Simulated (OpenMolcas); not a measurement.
Computed transition rates of Se⁺

```json
{
 "Program": "OpenMolcas 26.06",
 "Method": "SS-CASPT2, IPEA 0.25 Eh, imaginary shift 0.1 Eh (closed shells correlated: 3d 4s)",
 "Basis": "ANO-RCC-VQZP [7s6p4d2f1g]",
 "Scalar Hamiltonian": "DKH2, point nucleus",
 "Active space": "3 electrons in 3 orbitals (4p)",
 "State averaging": "2S+1 = 4 odd, 1 root; 2S+1 = 2 odd, 8 roots",
 "Spin-orbit coupling": "RASSI with atomic mean-field integrals over the reference wave functions, term energies averaged over their components"
}
```

Rates come from the transition moments of the reference wave functions (E1 and E2 in the length form). At fixed line strength A goes as λ^-3 for E1 and M1 and as λ^-5 for E2, so a rate at the computed wavelength can be rescaled to the measured one. Measured vacuum wavelengths follow from level energies in NIST Handbook of Basic Atomic Spectroscopic Data. Branching counts decays inside the model space alone, at computed energies, and the table is only a selection of the E2 and M1 lines, drawn from those between levels with measured partners whose computed energy lies within a factor of 1.5 of the measured one.

```json
{"Upper": "4s2 4p3 2P* 3/2", "Lower": "4s2 4p3 4S* 3/2", "Type": "M1", "λ computed (nm)": "401.8", "λ measured (nm)": "418.5", "A computed (s-1)": "4.03e+00", "A rescaled (s-1)": "", "Branching %": "58.1"}
{"Upper": "4s2 4p3 2P* 1/2", "Lower": "4s2 4p3 4S* 3/2", "Type": "M1", "λ computed (nm)": "412.1", "λ measured (nm)": "434.1", "A computed (s-1)": "1.77e+00", "A rescaled (s-1)": "", "Branching %": "58.3"}
{"Upper": "4s2 4p3 2P* 3/2", "Lower": "4s2 4p3 2D* 3/2", "Type": "M1", "λ computed (nm)": "902.7", "λ measured (nm)": "932.3", "A computed (s-1)": "1.60e+00", "A rescaled (s-1)": "", "Branching %": "23.1"}
{"Upper": "4s2 4p3 2P* 1/2", "Lower": "4s2 4p3 2D* 3/2", "Type": "M1", "λ computed (nm)": "956.3", "λ measured (nm)": "1013", "A computed (s-1)": "8.39e-01", "A rescaled (s-1)": "", "Branching %": "27.7"}
{"Upper": "4s2 4p3 2P* 3/2", "Lower": "4s2 4p3 2D* 5/2", "Type": "M1", "λ computed (nm)": "941.4", "λ measured (nm)": "989.1", "A computed (s-1)": "8.05e-01", "A rescaled (s-1)": "", "Branching %": "11.6"}
{"Upper": "4s2 4p3 2P* 3/2", "Lower": "4s2 4p3 2D* 5/2", "Type": "E2", "λ computed (nm)": "941.4", "λ measured (nm)": "989.1", "A computed (s-1)": "3.39e-01", "A rescaled (s-1)": "2.65e-01", "Branching %": "4.9"}
{"Upper": "4s2 4p3 2P* 1/2", "Lower": "4s2 4p3 2D* 3/2", "Type": "E2", "λ computed (nm)": "956.3", "λ measured (nm)": "1013", "A computed (s-1)": "2.71e-01", "A rescaled (s-1)": "2.03e-01", "Branching %": "8.9"}
{"Upper": "4s2 4p3 2D* 3/2", "Lower": "4s2 4p3 4S* 3/2", "Type": "M1", "λ computed (nm)": "724.2", "λ measured (nm)": "759.4", "A computed (s-1)": "1.83e-01", "A rescaled (s-1)": "", "Branching %": "97.9"}
{"Upper": "4s2 4p3 2P* 3/2", "Lower": "4s2 4p3 2D* 3/2", "Type": "E2", "λ computed (nm)": "902.7", "λ measured (nm)": "932.3", "A computed (s-1)": "1.58e-01", "A rescaled (s-1)": "1.34e-01", "Branching %": "2.3"}
{"Upper": "4s2 4p3 2P* 1/2", "Lower": "4s2 4p3 2D* 5/2", "Type": "E2", "λ computed (nm)": "999.8", "λ measured (nm)": "1081", "A computed (s-1)": "1.51e-01", "A rescaled (s-1)": "1.02e-01", "Branching %": "5.0"}
{"Upper": "4s2 4p3 2D* 5/2", "Lower": "4s2 4p3 4S* 3/2", "Type": "E2", "λ computed (nm)": "701", "λ measured (nm)": "725.5", "A computed (s-1)": "7.10e-03", "A rescaled (s-1)": "", "Branching %": "53.5"}
{"Upper": "4s2 4p3 2D* 5/2", "Lower": "4s2 4p3 4S* 3/2", "Type": "M1", "λ computed (nm)": "701", "λ measured (nm)": "725.5", "A computed (s-1)": "5.18e-03", "A rescaled (s-1)": "", "Branching %": "39.1"}
{"Upper": "4s2 4p3 2D* 3/2", "Lower": "4s2 4p3 4S* 3/2", "Type": "E2", "λ computed (nm)": "724.2", "λ measured (nm)": "759.4", "A computed (s-1)": "3.96e-03", "A rescaled (s-1)": "", "Branching %": "2.1"}
{"Upper": "4s2 4p3 2D* 5/2", "Lower": "4s2 4p3 2D* 3/2", "Type": "M1", "λ computed (nm)": "21960", "λ measured (nm)": "16230", "A computed (s-1)": "9.81e-04", "A rescaled (s-1)": "2.43e-03", "Branching %": "7.4"}
```

Spin-changing lines and M1 lines between different terms are not rescaled, since their strength hangs on the term gaps too.

The largest correction is for 4s2 4p3 2D* 5/2 → 4s2 4p3 2D* 3/2 (M1): 9.81e-04 × (21960 / 16230)^3 = 2.43e-03 s-1, a factor of 2.48.

No measured rate stands beside these. Rescaling mends the energy factor alone: line strengths can still be far off where a level mixes with configurations outside the active space, and weak or spin-changing lines hang on small mixing coefficients that depend on the term gaps too, so rescaling need not improve them.

Term energies are means over components that CASPT2 splits; among the terms shown or strongly mixed into the levels shown the widest spread is 190 cm-1 (4s2 4p3 2D*). With the s shell closed, the reference lacks s² → p² mixing. Computed and measured levels are paired by configuration, term and J; levels that our copy of the source lacks, or whose pairing is in doubt (as where it misses far off the trend of its configuration), stay unpaired. Levels of configurations outside the active space are missing.

* marks odd parity.
